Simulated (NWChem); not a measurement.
Molecule: InF, singlet; SMILES [In][F]

Results from NWChem. Low-valent species are run as closed-shell singlets; no triplet was tried in these runs. def2 effective core potentials on In; no spin-orbit coupling. Each level has its own optimisation; frequencies are unscaled.

```json
[
 {"level": "PBE/def2-SVP", "r F–In (Å)": "2.017", "highest harmonic frequency (cm⁻¹)": "541", "zero-point energy (kcal/mol)": "0.8"},
 {"level": "BP86/def2-TZVP", "r F–In (Å)": "2.020", "highest harmonic frequency (cm⁻¹)": "504", "zero-point energy (kcal/mol)": "0.7"},
 {"level": "B3LYP/def2-TZVP", "r F–In (Å)": "2.011", "highest harmonic frequency (cm⁻¹)": "515", "zero-point energy (kcal/mol)": "0.7"},
 {"level": "PBE0/def2-SVP", "r F–In (Å)": "1.996", "highest harmonic frequency (cm⁻¹)": "565", "zero-point energy (kcal/mol)": "0.8"}
]
```
